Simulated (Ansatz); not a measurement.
Compare A (`C1OC[SiH2]1`) with its isomer B (`CO[Si]C`).

Isolated molecules relaxed with PBE0-D4/def2-TZVP in Ansatz; ΔE leaves out vibrations. CCSD(T)/CBS is the MP2 limit (def2-TZVPP, def2-QZVPP) plus CCSD(T) − MP2 in def2-TZVPP, frozen cores. Functionals use def2-TZVPP. B3LYP here is the variant with VWN-RPA as its local correlation; programs differ in this. One conformer a species, not always the lowest.

Problem. Which isomer does CCSD(T)/CBS put lower? Give the gap. (Estimate.)

Solution. Computed: B, by 126.9 kJ/mol.

Problem. Give E(B) − E(A) in kJ/mol with B3LYP-D4, r2SCAN-D4, BLYP-D4, PBE-D4, LDA (SPW92), CCSD(T)/def2-TZVPP, B3LYP. (Best estimate.)

Solution. Ansatz gave: B3LYP-D4 -133.9, r2SCAN-D4 -116.2, BLYP-D4 -138.4, PBE-D4 -117.2, LDA (SPW92) -110.6, CCSD(T)/def2-TZVPP -128.1, B3LYP -133.2. None reverses the order clearly.

Problem. Does the order hold for the free energy at 298.15 K (harmonic terms from PBE0-D4)? (Estimate.)

Solution. The calculation gave: Yes: G(B) − G(A) = -124.0 kJ/mol, for one conformer each. Modes under 60 cm⁻¹, often nearly free rotors, make the harmonic entropy too high.

Largest T1 diagnostic: 0.014.

From BLYP to BHLYP (50 % exact exchange), in def2-TZVPP and without D4, E(B) − E(A) moves by +6.6 kJ/mol. Leaving LDA and LC-ωPBE aside and taking each functional with its dispersion term where it has one, the values, not all of them listed here, spread over 27.6 kJ/mol, from BLYP-D4 to ωB97X-V. LDA lies +6.1 kJ/mol from PBE without D4.
